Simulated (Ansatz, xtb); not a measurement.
Ligand exchange: AlH2Br + SnH3(SH) → AlH2(SH) + SnH3Br

Species: AlH2Br `[AlH2][Br]`, singlet; SnH3(SH), singlet; AlH2(SH), singlet; SnH3Br `[Br][SnH3]`, singlet. The partners trade Br for SH: Al–Br and Sn–SH bonds give way to Al–SH and Sn–Br.

Shapes, held fixed at every level: PBE0-D4/def2-TZVP. Programs: Ansatz 0.2.0, xtb 6.7.1. The zero-point and thermal change to 298 K, harmonic and unscaled (PBE0-D4/def2-TZVP), is +0.3 kJ/mol.

```tsv
level	kind	ΔH(298 K) (kJ/mol)	less CCSD(T)/def2-TZVPP
GFN0-xTB	semi-empirical	-9.4	-12.3
HF/def2-SVP	Hartree–Fock	+0.7	-2.2
HF/def2-TZVPP	Hartree–Fock	-0.6	-3.5
PBE-D4/def2-TZVPP	GGA	-1.2	-4.1
BHLYP-D4/def2-TZVPP	global hybrid	-0.3	-3.2
r2SCAN0-D4/def2-TZVPP	global hybrid	0.0	-2.9
wB97M-V/def2-TZVPP	range-separated hybrid	+0.5	-2.4
CCSD(T)/def2-TZVPP	coupled cluster or CI	+2.9	0.0
```

The highest level, CCSD(T)/def2-TZVPP, gives ΔH(298 K) = +2.9 kJ/mol; the levels span -9.4 to +2.9. That is about zero within the method's error. They disagree on the sign: 3 of 8 are positive. The column of differences is taken from that level and isn't an error. No measured value is set beside it here. For atoms past krypton def2 sets carry core potentials with scalar relativity. Relativity is left out for Br. Outer-core shells of Br, Sn are correlated, in sets that cover them unevenly.
